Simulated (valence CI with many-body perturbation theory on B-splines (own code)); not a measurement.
Values are calculated unless marked as measured or tabulated.
Tl LXXV: magnetic and hyperfine properties of the levels

Level of theory: valence CI with perturbative core correlation (CI+MBPT): five valence electrons over a frozen Dirac-Fock core [He], a basis of 11 s, 11 p, 10 d, 8 f, 5 g, 2 h functions for each j, with the one-electron correlation potential Σ1, the two-electron term Σ2, the three-electron term Σ3, Breit, model QED; selected CI, second order for the rest, scaled by the run's own slope (own B-spline code, finite nucleus).

The last digits are not significant, and no measured levels were compared; by estimate large intervals hold to a few tenths of a per cent, small ones and those within an open d or f shell to about a per cent. Among the levels kept, up to 7600 cm⁻¹ of a level comes from second order outside the variational space, and about a tenth of that is noise between levels of different J, which matters for small intervals.

A/g_I is the dipole constant over the nuclear g factor μ/I (μ in nuclear magnetons, uniformly magnetised nucleus), B/Q the quadrupole constant per barn. Both hold the static response of the core; the bare values leave it out. Large factors of s and p1/2 electrons are usually good to 5 to 10 %; those of open d and f shells near neutrality can be off by tens of per cent, and small factors of p3/2, d and f electrons come from cancelling terms and can be off by a factor of two or in sign, in half-filled shells by more. B is blank for J = 1/2, where it vanishes, and for nearly pure S terms. Energies count from the lowest level.

Levels are named by their leading jj configuration (3d3/2^4 stands for four electrons in 3d with j = 3/2), which in mixed levels can hold well under half, so a name can repeat and another be missing. Letters in brackets count levels of one name in rising energy.

```csv
Level,E (× 10³ cm⁻¹),g,A/g_I (MHz),A/g_I bare,B/Q (MHz/b),B/Q bare
(2s^2 2p1/2^2 2p3/2) J=3/2,0.00,1.301,1110000,1130000,2200000,2200000
(2s^2 2p1/2 2p3/2^2) J=3/2,17142,1.427,-1000000,-964000,90900,91000
(2s^2 2p1/2 2p3/2^2) J=5/2,17327,1.153,3240000,3250000,-5590,-5600
(2s^2 2p1/2 2p3/2^2) J=1/2,17825,0.604,1.17e+07,1.17e+07,,
(2s 2p1/2^2 2p3/2^2) J=5/2,20380,1.430,7890000,7840000,216000,216000
(2s 2p1/2^2 2p3/2^2) J=1/2,21356,1.972,3.50e+07,3.47e+07,,
(2s 2p1/2^2 2p3/2^2) J=3/2,21365,1.161,-5700000,-5580000,-183000,-183000
(2s^2 2p3/2^3) J=3/2,35013,1.281,1140000,1160000,-2300000,-2300000
(2s 2p1/2 2p3/2^3) J=3/2 [a],37783,1.583,7980000,7930000,-1750000,-1750000
(2s 2p1/2 2p3/2^3) J=5/2,38129,1.275,1.01e+07,10000000,-2460000,-2470000
(2s 2p1/2 2p3/2^3) J=1/2,38754,1.329,-1.38e+07,-1.36e+07,,
(2s 2p1/2 2p3/2^3) J=3/2 [b],38808,0.993,158000,216000,-763000,-764000
(2p1/2^2 2p3/2^3) J=3/2,42380,1.291,1070000,1110000,-2240000,-2240000
(2s 2p3/2^4) J=1/2,56073,1.887,3.53e+07,3.49e+07,,
(2p1/2 2p3/2^4) J=1/2,59800,0.604,1.18e+07,1.17e+07,,
(2s^2 2p1/2^2 3s) J=1/2,85110,1.983,1.01e+07,1.00e+07,,
(2s^2 2p1/2^2 3p1/2) J=1/2,86095,0.640,3500000,3490000,,
(2s^2 2p1/2^2 3p3/2) J=3/2,91283,1.317,328000,337000,675000,676000
(2s^2 2p1/2^2 3d3/2) J=3/2,92091,0.779,191000,191000,121000,121000
(2s^2 2p1/2^2 3d5/2) J=5/2,93464,1.184,67300,67300,121000,122000
(2s^2 2p1/2 2p3/2 3s) J=3/2 [a],102420,1.646,1950000,1950000,1430000,1430000
(2s^2 2p1/2 2p3/2 3s) J=1/2,102510,1.287,-5430000,-5360000,,
(2s^2 2p1/2 2p3/2 3s) J=5/2,102580,1.295,5070000,5060000,2170000,2170000
(2s^2 2p1/2 2p3/2 3s) J=3/2 [b],102640,0.940,2940000,2960000,1260000,1260000
(2s^2 2p1/2 2p3/2 3p1/2) J=1/2,103390,1.725,-3220000,-3170000,,
(2s^2 2p1/2 2p3/2 3p1/2) J=3/2 [a],103440,1.116,2290000,2310000,446000,447000
(2s^2 2p1/2 2p3/2 3p1/2) J=5/2,103540,1.030,3740000,3750000,2150000,2160000
(2s^2 2p1/2 2p3/2 3p1/2) J=3/2 [b],103950,1.292,1720000,1740000,2200000,2200000
(2s 2p1/2^2 2p3/2 3s) J=5/2,105290,1.574,9690000,9630000,2220000,2220000
(2s 2p1/2^2 2p3/2 3s) J=3/2 [a],105550,1.407,1.09e+07,1.08e+07,1200000,1200000
(2s 2p1/2^2 2p3/2 3s) J=1/2,106170,0.823,-1.32e+07,-1.30e+07,,
(2s 2p1/2^2 2p3/2 3s) J=3/2 [b],106250,1.365,-2940000,-2870000,1600000,1600000
(2s 2p1/2^2 2p3/2 3p1/2) J=3/2 [a],106360,1.641,1.09e+07,1.08e+07,1530000,1530000
(2s 2p1/2^2 2p3/2 3p1/2) J=5/2,106360,1.311,8390000,8340000,2180000,2180000
(2s 2p1/2^2 2p3/2 3p1/2) J=1/2,107150,1.258,-1.10e+07,-1.08e+07,,
(2s 2p1/2^2 2p3/2 3p1/2) J=3/2 [b],107160,0.955,-3840000,-3760000,1240000,1250000
(2s^2 2p1/2 2p3/2 3p3/2) J=5/2 [a],108500,1.400,-774000,-751000,2350000,2360000
(2s^2 2p1/2 2p3/2 3p3/2) J=1/2 [a],108530,1.548,-3030000,-3000000,,
(2s^2 2p1/2 2p3/2 3p3/2) J=3/2 [a],108580,1.109,3820000,3820000,-1400000,-1400000
(2s^2 2p1/2 2p3/2 3p3/2) J=7/2,108620,1.206,2310000,2320000,2860000,2870000
```

(1) Take the isotope of mass number 203, with I = 1/2, μ = 1.616 μN. What is the hyperfine structure of (2s^2 2p3/2^3) J=3/2?

Answers

(1) From the table A = 3670000 MHz. Shifts from the centre of gravity in MHz: F = 1: -4590000, F = 2: 2750000.
